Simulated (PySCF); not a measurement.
CdSe, SMILES [Se]=[Cd]. Geometry: PBE-D3(BJ)/def2-TZVP. The def2 effective core potentials stand for the cores of Cd; spin–orbit coupling is left out.

Calculation: PBE-D3(BJ)/def2-TZVP (PySCF 2.14.0).

Harmonic wavenumbers (cm⁻¹): 255. Rotational constants (GHz): 1.933 (linear); symmetry number 1.

Question: Work out the zero-point energy and the ideal-gas rigid-rotor harmonic-oscillator thermochemistry at 298.15 K and 1 atm.

Answer: ZPE = ½ Σ hcν = ½ × 255 cm⁻¹ = 1.53 kJ/mol. H − E(el) = 11.46 kJ/mol. Entropy in J/(mol K): translation 174.28, rotation 75.46, vibration 7.09, total 256.82. G − E(el) = -65.11 kJ/mol. Cp = 36.44 J/(mol K).
